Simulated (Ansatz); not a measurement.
Geometry optimisation, RKS PBE-D4/def2-SVP in Ansatz.

Input file:

```yaml
crystal:
  periodic: [false, false, false]
  atoms:
    - { symbol: W, position_ang: [0.0, 0.0, 0.0] }
    - { symbol: F, position_ang: [0.0, 0.0, 2.2] }
    - { symbol: H, position_ang: [1.72, 0.0, 0.0] }
    - { symbol: H, position_ang: [0.0, 1.72, 0.0] }
    - { symbol: H, position_ang: [-1.72, 0.0, 0.0] }
    - { symbol: H, position_ang: [0.0, -1.72, 0.0] }
    - { symbol: H, position_ang: [0.0, 0.0, -1.72] }
    - { symbol: H, position_ang: [1.3275, 1.3829, 0.637] }
    - { symbol: H, position_ang: [0.9769, 1.0177, 1.6302] }
basis:
  gaussian: { orbitals: def2-SVP }
hamiltonian:
  xc: pbe
  dispersion: d4
relax:
  f_tol: 0.15
  max_steps: 25
  restrain:
    - { distance: [0, 7], at: 2.92, k: 30.0 }
    - { distance: [8, 1], at: 2.12, k: 30.0 }
    - { distance: [0, 1], at: 1.85, k: 30.0 }
    - { distance: [8, 7], at: 0.66, k: 30.0 }
```

Command:

```bash
$ ansatz run input.yaml --threads 1 --pin off --max-ram 2048MiB --backend cpu --events-out ev --progress --plain --runs-dir out
```

Q: Where does it end, and by what steps?

A: It converged. The restraints hold the end off the free minimum. After 9 steps the energy has fallen by 5.686 eV (the restraints' own energy left out); H9 moved furthest, 0.86 Å. Parted: W1–H8 (2.02 → 2.93 Å), W1–H9 (2.16 → 3.21 Å). Joined: H8–H9 (1.11 → 0.72 Å).

| step | energy less start (eV) | largest force component (eV/Å) | accepted |
| --- | --- | --- | --- |
| 0 | 0.0000 | 6.784 | yes |
| 1 | -0.5175 | 8.923 | yes |
| 2 | -1.9630 | 2.937 | yes |
| 3 | -3.1922 | 2.162 | yes |
| 4 | -4.4833 | 1.764 | yes |
| 5 | -5.3368 | 1.573 | yes |
| 6 | -5.6345 | 1.436 | yes |
| 7 | -5.6567 | 2.335 | yes |
| 8 | -5.6779 | 1.732 | yes |
| 9 | -5.6859 | 1.810 | yes |

```xyz
9
Properties=species:S:1:pos:R:3
W -0.420 -0.420 0.341
F 0.101 0.095 2.064
H 1.116 -0.033 -0.142
H -0.083 1.116 -0.181
H -1.743 0.302 -0.465
H 0.300 -1.741 -0.470
H -0.108 -0.136 -1.305
H 1.554 1.617 1.093
H 1.587 1.601 1.812
```

Time of the run: 35 s on 1 thread of Arm Neoverse V1, with other jobs on the host, peak memory 0.14 GiB.
